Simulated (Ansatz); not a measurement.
`CO[SiH](N)[SiH3]` and `CO[SiH]([SiH3])S` differ in one atom or group.

Ansatz, PBE0-D4/def2-TZVP geometries, multiplicity 1. Each molecule was computed in one conformer, which needn't be the lowest.

```json
{"property": "LUMO energy (ωB97M-V/def2-TZVPP) / eV", "`CO[SiH](N)[SiH3]`": "1.74"}
{"property": "size of the dipole moment (B3LYP/def2-TZVPP) / D", "`CO[SiH](N)[SiH3]`": "2.01"}
{"property": "HOMO–LUMO gap (ωB97M-V/def2-TZVPP) / eV", "`CO[SiH](N)[SiH3]`": "11.44"}
{"property": "LUMO energy (PBE0/def2-TZVPP) / eV", "`CO[SiH](N)[SiH3]`": "0.08"}
{"property": "HOMO energy (B3LYP/def2-TZVPP) / eV", "`CO[SiH](N)[SiH3]`": "-7.37"}
{"property": "HOMO–LUMO gap (PBE/def2-TZVPP) / eV", "`CO[SiH](N)[SiH3]`": "5.50"}
```

(1) What does the change do to each property? (Estimate.)

Results:

(1) The calculation gave: 
| property | `CO[SiH]([SiH3])S` | shift |
| --- | --- | --- |
| LUMO energy (ωB97M-V/def2-TZVPP) / eV | 1.67 | -0.07 |
| size of the dipole moment (B3LYP/def2-TZVPP) / D | 0.94 | -1.07 |
| HOMO–LUMO gap (ωB97M-V/def2-TZVPP) / eV | 11.32 | -0.12 |
| LUMO energy (PBE0/def2-TZVPP) / eV | -0.08 | -0.16 |
| HOMO energy (B3LYP/def2-TZVPP) / eV | -7.27 | 0.10 |
| HOMO–LUMO gap (PBE/def2-TZVPP) / eV | 5.41 | -0.09 |

With PBE0 the HOMO rises by 0.06 eV and the LUMO falls by 0.16 eV, so the gap narrows by about 0.22 eV. PBE moves the HOMO by -0.08 eV and ωB97M-V by 0.05 eV. Dipoles are sizes alone; their direction can turn.

B3LYP here is the variant with VWN-RPA as its local correlation; programs differ in this.
